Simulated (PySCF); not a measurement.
**The third ionisation energy along the 4p block**

Calculated with PySCF 2.14 from differences of total energies of unrestricted determinants, without spin-orbit coupling. Values in eV. The last column holds reference values (NIST; (s) semi-empirical, (t) theoretical, else measured). Unmarked ones compare directly (S terms, centres of terms, or small fine structure); those marked * lie between the lowest fine-structure levels and include a spin-orbit shift.

```
                       element                         configurations     UHF  MP2 (valence)  SCS-MP2 (valence)  CCSD (valence)  CCSD(T) (valence)         reference
As (cc-pVTZ-DK, spin-free X2C)      [Ar] 3d10 4s2 4p1 → [Ar] 3d10 4s2  27.487         27.744             27.733          27.824             27.843  28.349 ± 0.012 *
Se (cc-pVTZ-DK, spin-free X2C)  [Ar] 3d10 4s2 4p2 → [Ar] 3d10 4s2 4p1  31.001         31.389             31.313          31.424             31.446  31.697 ± 0.019 *
Br (cc-pVTZ-DK, spin-free X2C)  [Ar] 3d10 4s2 4p3 → [Ar] 3d10 4s2 4p2  34.654         35.173             35.018          35.138             35.163  34.871 ± 0.019 *
```

"Valence" correlates the outer s and p shells and, in groups 3 to 12 and the f block, the outer d or f shell, open or full, or the next shell where the ion has no valence electron left; the wider scheme adds the next inner shell.
